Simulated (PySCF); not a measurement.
C2Cl3, SMILES C(=[C]Cl)(Cl)Cl, doublet, B3LYP/def2-SVP optimised geometry.

```
5

Cl    -0.93    -2.16     0.00
C     -1.22    -0.51     0.00
C     -0.50     0.59     0.00
Cl     1.25     0.59     0.00
Cl    -1.25     2.16     0.00
```

Density from unrestricted B3LYP/def2-TZVP in PySCF at that geometry.

Minimum of the electron density along straight lines between bonded atoms, close to the bond critical point (lines longer than 1.1 times the sum of covalent radii, or with two minima, are not listed):

| bond | length / Å | ρ at the minimum / e bohr⁻³ | ∇²ρ there / e bohr⁻⁵ | position (fraction from the first atom) |
|---|---|---|---|---|
| Cl1–C2 | 1.667 | 0.231 | -0.40 | 0.57 |
| C2–C3 | 1.322 | 0.352 | [?] | 0.50 |
| C3–Cl4 | 1.748 | 0.199 | [?] | 0.43 |
| C3–Cl5 | 1.737 | 0.205 | [?] | 0.43 |

Task: Complete the blanks.

Result: 
- C2–C3, ∇²ρ there / e bohr⁻⁵: -1.02
- C3–Cl4, ∇²ρ there / e bohr⁻⁵: -0.28
- C3–Cl5, ∇²ρ there / e bohr⁻⁵: -0.31
